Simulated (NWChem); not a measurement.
Molecule: SbI3; SMILES [I][Sb]([I])[I]

```xyz
4

Sb     0.0000     0.0000     0.9673
I     -0.6563    -2.3287    -0.3097
I     -1.6886     1.7327    -0.3097
I      2.3449     0.5960    -0.3097
```
Atoms are numbered in this order, from 1.

All runs use the structure optimised with PBE0/def2-SVP. No frequency run checked for a minimum. def2 effective core potentials on Sb, I; no spin-orbit coupling.

Q: List the 4 lowest vertical singlet excitations from PBE0/def2-SVPD with def2 effective core potentials on Sb, I, TDA (NWChem).

A: 
```
state  energy (eV)  oscillator strength  leading excitation (squared amplitude)
-----  -----------  -------------------  --------------------------------------
S1            3.53                0.000                    HOMO−1 → LUMO (0.99)
S2            3.57                0.015                      HOMO → LUMO (0.98)
S3            3.73                0.005                    HOMO−2 → LUMO (0.78)
S4            3.73                0.005                    HOMO−3 → LUMO (0.78)
```
